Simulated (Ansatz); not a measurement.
All values below come from frozen-core CCSD(T)/cc-pVDZ // B3LYP-D3(BJ)/def2-SVP run with Ansatz (a first-principles code). The geometry is that of the parent before the electron was removed.

Ansatz 0.2 input:
```yaml
crystal:
  periodic: [false, false, false]
  atoms:
    - { symbol: C, position_ang: [-1.359494, 0.28067, 0.363428] }
    - { symbol: C, position_ang: [-0.241477, -0.659775, -0.106643] }
    - { symbol: Si, position_ang: [1.449254, 0.173938, -0.273279] }
    - { symbol: H, position_ang: [-1.134387, 0.713562, 1.352076] }
    - { symbol: H, position_ang: [-2.325002, -0.244507, 0.446748] }
    - { symbol: H, position_ang: [-1.501609, 1.120843, -0.336148] }
    - { symbol: H, position_ang: [-0.497771, -1.104699, -1.084476] }
    - { symbol: H, position_ang: [-0.133278, -1.508953, 0.591203] }
    - { symbol: H, position_ang: [2.480282, -0.803837, -0.733434] }
    - { symbol: H, position_ang: [1.882022, 0.738795, 1.040878] }
    - { symbol: H, position_ang: [1.38146, 1.293963, -1.26035] }
basis:
  gaussian: { orbitals: cc-pVDZ }
correlation:
  method: ccsd_t
total_charge: 1
magnetization:
  spin_polarized: true
  initial_magnetization: 1
```

Output:

```
Functional definition: HF
787 factors; integrals over basis functions are off by at most 1.1e-3 eV
mean field evaluation 1: about -10033.1277 eV, gradient 2.9e1 eV
mean field evaluation 2: about -10033.2294 eV, gradient 2.9e1 eV
mean field evaluation 4: about -10038.1652 eV, gradient 3.2e0 eV
mean field evaluation 8: about -10038.3887 eV, gradient 4.2e-1 eV
mean field evaluation 16: about -10038.3993 eV, gradient 1.6e-6 eV
mean field evaluation 32: about -10036.7279 eV, gradient 1.5e1 eV
mean field evaluation 64: about -10038.3993 eV, gradient 3.0e-6 eV
mean field evaluation 96: about -10039.7345 eV, gradient 4.8e-1 eV
mean field evaluation 128: about -10038.4209 eV, gradient 6.6e-1 eV
mean field evaluation 160: about -10037.6116 eV, gradient 5.9e-1 eV
mean field evaluation 192: about -10037.7438 eV, gradient 4.8e-1 eV
mean field evaluation 224: about -10038.1290 eV, gradient 2.2e0 eV
mean field evaluation 256: about -10039.7423 eV, gradient 8.8e-4 eV
mean field evaluation 288: about -10037.7230 eV, gradient 1.3e0 eV
mean field -10039.74233979 eV, -368.9537258055 hartree, gradient 1.6e-6 eV, S^2 0.759178; 8 other end points of the search recorded, 0 dependent functions left out
determinant -10039.74233979 eV, -368.9537258055 hartree, with singles and doubles -10051.54492993 eV, -369.3874629933 hartree
determinant -10038.39932922 eV, -368.9043710773 hartree, with singles and doubles -10050.38148527 eV, -369.3447071903 hartree
determinant -10038.25443546 eV, -368.8990463300 hartree, with singles and doubles -10050.37585567 eV, -369.3445003065 hartree
7 core orbitals not correlated
reference -10039.74233979 eV, -368.9537258055 hartree; 10, 9 occupied and 69, 70 virtual orbitals, 787 factors
second order -10.16842076 eV of doubles, -0.00000000 eV of singles
cycle   1  -11.80280958 eV  change   -2.2e-4 eV  update   2.7e-3
cycle   2  -11.80434335 eV  change   -1.5e-3 eV  update   2.0e-3
cycle   3  -11.80383829 eV  change    5.1e-4 eV  update   1.2e-3
cycle   4  -11.80425125 eV  change   -4.1e-4 eV  update   5.2e-4
cycle   5  -11.80506725 eV  change   -8.2e-4 eV  update   2.4e-4
cycle   6  -11.80527375 eV  change   -2.1e-4 eV  update   1.6e-4
cycle   7  -11.80495055 eV  change    3.2e-4 eV  update   7.8e-5
cycle   8  -11.80490615 eV  change    4.4e-5 eV  update   2.4e-5
cycle   9  -11.80492944 eV  change   -2.3e-5 eV  update   1.3e-5
cycle  10  -11.80493625 eV  change   -6.8e-6 eV  update   7.9e-6
perturbative correction -0.32752564 eV, -0.0120363453 hartree
Total energy: -10051.87480169 eV, -369.3995855565 hartree
```

Cost: roughly 50 core-seconds.
